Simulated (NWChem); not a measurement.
All runs are NWChem calculations. System: H$_{2}$Sb, charge 0, spin multiplicity 2, at a geometry optimised with UB3LYP/def2-SVP with def2 effective core potentials on Sb. The structure started from a generated list of species. Its SCF solution wasn't tested for a lower state. Level: UB2PLYP/def2-QZVP with def2 effective core potentials on Sb, 4 core orbitals frozen.

The NWChem input:

```
start mol
memory heap 200 mb stack 900 mb global 1100 mb
geometry units angstroms nocenter noautoz
  Sb     0.000000     0.000000    -0.046052
  H     -1.223392     0.000000     1.174332
  H      1.223392     0.000000     1.174332
  symmetry group C2v
end
basis spherical
  * library def2-qzvp
end
ecp
  Sb library def2-ecp
end
dft
  xc hfexch 0.53 becke88 0.47 lyp 0.73 mp2 0.27
  dftmp2
  odft
  mult 2
  semidirect memsize 60000000 filesize 0
  iterations 100
end
mp2
  freeze core 4
end
task dft energy
```

NWChem printed:

```
             Northwest Computational Chemistry Package (NWChem) 7.3.0
             --------------------------------------------------------

                                NWChem Input Module
                                -------------------

 Scaling coordinates for geometry "geometry" by  1.889725989
 (inverse scale =  0.529177249)

 Turning off AUTOSYM since
 SYMMETRY directive was detected!

                             Geometry "geometry" -> ""
                             -------------------------

 Output coordinates in angstroms (scale by  1.889725989 to convert to a.u.)

  No.       Tag          Charge          X              Y              Z
 ---- ---------------- ---------- -------------- -------------- --------------
    1 Sb                  51.0000     0.00000000     0.00000000    -0.04605200
    2 H                    1.0000    -1.22339200     0.00000000     1.17433200
    3 H                    1.0000     1.22339200     0.00000000     1.17433200

 Effective nuclear repulsion energy (a.u.)      31.4522167326

            Nuclear Dipole moment (a.u.)
            ----------------------------
        X                 Y               Z
 ---------------- ---------------- ----------------
     0.0000000000     0.0000000000     0.0000226767

      Symmetry information
      --------------------

 Group name             C2v
 Group number             16
 Group order               4
 No. of unique centers     2

      Symmetry unique atoms

     1    2


 Summary of "ao basis" -> "" (spherical)
 ------------------------------------------------------------------------------
       Tag                 Description            Shells   Functions and Types
 ---------------- ------------------------------  ------  ---------------------
 *                         def2-qzvp                  on all atoms

 Summary of "ao basis" -> "ao basis" (spherical)
 ------------------------------------------------------------------------------
       Tag                 Description            Shells   Functions and Types
 ---------------- ------------------------------  ------  ---------------------
 Sb                        def2-qzvp                22       82   7s6p4d4f1g
 H                         def2-qzvp                10       30   4s3p2d1f

 Summary of "ao basis" -> "ao basis" (spherical)
 ------------------------------------------------------------------------------
       Tag                 Description            Shells   Functions and Types
 ---------------- ------------------------------  ------  ---------------------
 Sb                        def2-qzvp                22       82   7s6p4d4f1g
 H                         def2-qzvp                10       30   4s3p2d1f

      Symmetry analysis of basis
      --------------------------

        a1         52
        a2         20
        b1         40
        b2         30

            General Information
            -------------------
          SCF calculation type: DFT
          Wavefunction type:  spin polarized.
          No. of atoms     :     3
          No. of electrons :    25
           Alpha electrons :    13
            Beta electrons :    12
          Charge           :     0
          Spin multiplicity:     2
          Use of symmetry is: on ; symmetry adaption is: on
          Maximum number of iterations: 100
          AO basis - number of functions:   142
                     number of shells:    42
          Convergence on energy requested:  1.00D-06
          Convergence on density requested:  1.00D-05
          Convergence on gradient requested:  5.00D-04

              XC Information
              --------------
                     Hartree-Fock (Exact) Exchange  0.530
                    Becke 1988 Exchange Functional  0.470
              Lee-Yang-Parr Correlation Functional  0.730

             Grid Information
             ----------------
          Grid used for XC integration:  medium
          Radial quadrature: Mura-Knowles
          Angular quadrature: Lebedev.
          Tag              B.-S. Rad. Rad. Pts. Rad. Cut. Ang. Pts.
          ---              ---------- --------- --------- ---------
          Sb                  1.45      123           9.0       590
          H                   0.35       45          10.0       434
          Grid pruning is: on
          Number of quadrature shells:   168
          Spatial weights used:  Erf1

          Convergence Information
          -----------------------
          Convergence aids based upon iterative change in
          total energy or number of iterations.
          Levelshifting, if invoked, occurs when the
          HOMO/LUMO gap drops below (HL_TOL):  1.00D-02
          DIIS, if invoked, will attempt to extrapolate
          using up to (NFOCK): 10 stored Fock matrices.

                    Damping( 0%)  Levelshifting(0.5)       DIIS
                  --------------- ------------------- ---------------
          dE  on:    start            ASAP                start
          dE off:    2 iters        100 iters           100 iters

      Screening Tolerance Information
      -------------------------------
          Density screening/tol_rho:  1.00D-10
          AO Gaussian exp screening on grid/accAOfunc:  14
          CD Gaussian exp screening on grid/accCDfunc:  20
          XC Gaussian exp screening on grid/accXCfunc:  20
          Schwarz screening/accCoul:  1.00D-08

      Superposition of Atomic Density Guess
      -------------------------------------

 Sum of atomic energies:        -278.63658474

      Non-variational initial energy
      ------------------------------
[...]
   116     -0.976057  3 H  s                 20      0.237090  1 Sb px
    17      0.193653  1 Sb px                39      0.149008  1 Sb d  1
     8     -0.143901  1 Sb px                29     -0.125332  1 Sb d  1
    84      0.117298  2 H  s                114     -0.117298  3 H  s

 Vector   15  Occ=0.000000D+00  E= 4.981902D-02  Symmetry=a1
              MO Center=  4.1D-14,  4.1D-16, -2.4D-01, r^2= 7.2D+00
   Bfn.  Coefficient  Atom+Function         Bfn.  Coefficient  Atom+Function
  ----- ------------  ---------------      ----- ------------  ---------------
    86     -1.358422  2 H  s                116     -1.358422  3 H  s
     6      1.262613  1 Sb s                 25      1.129629  1 Sb pz
     7      0.531638  1 Sb s                  3     -0.337137  1 Sb s
    22      0.262880  1 Sb pz                 5     -0.235342  1 Sb s
     4      0.233176  1 Sb s                 19      0.119197  1 Sb pz

   alpha - beta orbital overlaps
   -----------------------------

   alpha      1      2      3      4      5      6      7      8      9     10
    beta      1      4      2      3      6      7      5      9      8     10
 overlap   1.000  1.000  1.000  1.000  0.896  1.000  1.000  1.000  0.896  0.997

   alpha     11     12     13     14     15     16     17     18     19     20
    beta     11     12     13     14     15     16     17     18     19     21
 overlap   0.999  0.997  0.985  0.999  0.995  0.938  0.999  0.985  0.934  0.999

   alpha     21     22     23     24     25     26     27     28     29     30
    beta     22     20     23     24     25     26     27     30     28     29
 overlap   0.999  0.998  1.000  0.993  0.996  0.999  1.000  0.998  0.949  0.975

   alpha     31     32     33     34     35     36     37     38     39     40
    beta     31     32     33     34     35     37     36     38     39     40
 overlap   0.949  0.974  1.000  0.999  0.815  0.999  0.802  0.998  0.983  0.996

   alpha     41     42     43     44     45     46     47     48     49     50
    beta     41     42     43     44     45     46     47     48     49     50
 overlap   0.991  0.992  0.998  0.999  0.999  1.000  0.999  0.999  0.999  0.999

   alpha     51     52     53     54     55     56     57     58     59     60
    beta     51     53     52     54     55     56     57     58     59     60
 overlap   0.998  0.949  1.000  0.949  0.990  0.990  0.998  0.999  0.999  0.999

   alpha     61     62     63     64     65     66     67     68     69     70
    beta     61     63     64     62     65     66     67     68     69     71
 overlap   1.000  0.999  0.999  0.997  0.996  0.999  0.999  1.000  1.000  0.999

   alpha     71     72     73     74     75     76     77     78     79     80
    beta     70     72     73     74     76     75     77     78     79     80
 overlap   0.998  0.999  0.998  0.999  0.999  0.999  1.000  1.000  1.000  1.000

   alpha     81     82     83     84     85     86     87     88     89     90
    beta     81     82     83     84     85     86     87     88     89     90
 overlap   1.000  0.999  1.000  1.000  1.000  1.000  1.000  1.000  1.000  1.000

   alpha     91     92     93     94     95     96     97     98     99    100
    beta     91     92     93     94     95     96     97     98     99    100
 overlap   1.000  1.000  1.000  1.000  1.000  1.000  1.000  1.000  1.000  1.000

   alpha    101    102    103    104    105    106    107    108    109    110
    beta    101    102    103    104    105    106    107    108    109    110
 overlap   1.000  1.000  1.000  1.000  1.000  1.000  1.000  1.000  1.000  1.000

   alpha    111    112    113    114    115    116    117    118    119    120
    beta    111    112    113    114    115    116    117    118    119    120
 overlap   1.000  1.000  1.000  1.000  1.000  1.000  1.000  1.000  1.000  1.000

   alpha    121    122    123    124    125    126    127    128    129    130
    beta    121    122    123    124    125    126    127    128    129    130
 overlap   1.000  1.000  1.000  1.000  1.000  1.000  1.000  1.000  1.000  1.000

   alpha    131    132    133    134    135    136    137    138    139    140
    beta    131    132    133    134    135    136    137    138    139    140
 overlap   1.000  1.000  1.000  1.000  1.000  1.000  1.000  1.000  1.000  1.000

   alpha    141    142
    beta    141    142
 overlap   1.000  1.000

     --------------------------
     Expectation value of S2:
     --------------------------
      <S2> =      0.7565 (Exact =     0.7500)

 center of mass
 --------------
 x =   0.00000000 y =   0.00000000 z =  -0.04920842

 moments of inertia (a.u.)
 ------------------
          10.544479511059           0.000000000000           0.000000000000
           0.000000000000          21.317663250070           0.000000000000
           0.000000000000           0.000000000000          10.773183739011

     Multipole analysis of the density
     ---------------------------------

     L   x y z        total         alpha         beta         nuclear
     -   - - -        -----         -----         ----         -------
     0   0 0 0     -0.000000    -13.000000    -12.000000     25.000000

     1   1 0 0     -0.000000     -0.000000     -0.000000      0.000000
     1   0 1 0     -0.000000     -0.000000     -0.000000      0.000000
     1   0 0 1     -0.146411     -1.265392     -1.317761      2.436741

     2   2 0 0    -20.471363    -16.397742    -14.763160     10.689538
     2   1 1 0      0.000000     -0.000000      0.000000      0.000000
     2   1 0 1     -0.000000      0.000000     -0.000000      0.000000
     2   0 2 0    -20.744863    -13.472244     -7.272619      0.000000
     2   0 1 1     -0.000000     -0.000000     -0.000000      0.000000
     2   0 0 2    -21.601898    -16.557665    -15.067815     10.023583

                   NWChem MP2 Semi-direct Energy/Gradient Module
                   ---------------------------------------------

  Basis functions       =    142
  Molecular orbitals    =    142
  Frozen core           =      4
  Frozen virtuals       =      0
  Active alpha occupied =      9
  Active beta occupied  =      8
  Active alpha virtual  =    129
  Active beta virtual   =    130
  Use MO symmetry       = T
  Use skeleton AO sym   = T

  AO/Fock/Back tols     =   1.0D-09  1.0D-09  1.0D-09

 GA uses MA = F    GA memory limited = T

 Available:
  local mem=  4.43D+07
 global mem=  1.44D+08
 local disk=  0.00D+00
  mp2_memr nvloc                   129
  nvloc new                   129
   1 passes of   9:        7340032                     137056                  40112479.
   1 passes of   9: M     44293224           G      144138872           F      36953192.
  mp2_memr nvloc                   129
  nvloc new                   129
   2 passes of   5:        7340032                      94424                  22300056.
   2 passes of   5: M     44293224           G      144138872           F      36953192.

 Semi-direct pass number   1 of   2  for UHF alpha       at       15.0s
  vrange nnbf                 10153
  mp2_eaftype                    85  avail_ma_in_mb                   385
 EAF : mp2_eaftype filesize          85   11150028.
  mp2_eaf for mointskh                     85
Node 0 wrote     52.4 Mb in      0.1 s     Agg I/O rate:   587.2 Mb/s
 Done moints_semi at       38.2s
  mp2_eaftype                    85  avail_ma_in_mb                   385
 EAF : mp2_eaftype filesize          85   11150028.
  mp2_eaf for kh                    85
 Done maket at       38.6s
 Semi-direct pass number   2 of   2  for UHF alpha       at       38.6s
  vrange nnbf                 10153
  mp2_eaftype                    85  avail_ma_in_mb                   385
 EAF : mp2_eaftype filesize          85   11150028.
  mp2_eaf for mointskh                     85
Node 0 wrote     41.9 Mb in      0.1 s     Agg I/O rate:   609.6 Mb/s
 Done moints_semi at       58.3s
  mp2_eaftype                    85  avail_ma_in_mb                   385
 EAF : mp2_eaftype filesize          85   11150028.
  mp2_eaf for kh                    85
 Done maket at       58.5s
 Done multipass loop at       58.5s

 GA uses MA = F    GA memory limited = T

 Available:
  local mem=  4.43D+07
 global mem=  1.44D+08
 local disk=  0.00D+00
  mp2_memr nvloc                   130
  nvloc new                   130
   1 passes of   8:        7340032                     127059                  35935535.
   1 passes of   8: M     44293224           G      144138872           F      36953192.

 Semi-direct pass number   1 of   1  for UHF beta        at       58.8s
  vrange nnbf                 10153
  mp2_eaftype                   137  avail_ma_in_mb                   385
 EAF : mp2_eaftype filesize         137   17967768.
  mp2_eaf for mointskh                    137
Node 0 wrote     84.5 Mb in      0.1 s     Agg I/O rate:   657.3 Mb/s
 Done moints_semi at       78.7s
  mp2_eaftype                   137  avail_ma_in_mb                   385
 EAF : mp2_eaftype filesize         137   17967768.
  mp2_eaf for kh                   137
 Done maket at       79.3s
 Done multipass loop at       79.3s

          -------------------------------------------
          DFT energy                    -241.098118750176
          Unscaled MP2 energy             -0.670040020335
          Total DFT+MP2 energy          -241.279029555666
          -------------------------------------------

 -----------------------
 Performance information
 -----------------------

 Timer overhead =  1.36D-07 seconds/call

               Nr. of calls         CPU time (s)                 Wall time (s)                GFlops
             ---------------    -------------------     ------------------------------   -------------------
Name         Min   Avg   Max    Min     Avg     Max     Min     Avg     Max   Mx/calls   Min     Max     Sum
mp2: moin     3     3     3    63.     63.     63.      63.     63.     63.     21.      0.0     0.0     0.0
mp2: make     3     3     3    1.1     1.1     1.1      1.1     1.1     1.1    0.36      0.0     0.0     0.0
mp2: tota     1     1     1    65.     65.     65.      65.     65.     65.     65.      0.0     0.0     0.0

 The average no. of pstat calls per process was 7.00D+00
 with a timing overhead of 9.54D-07s

 Task  times  cpu:       79.2s     wall:       79.2s

 Total times  cpu:       79.3s     wall:       79.3s
```
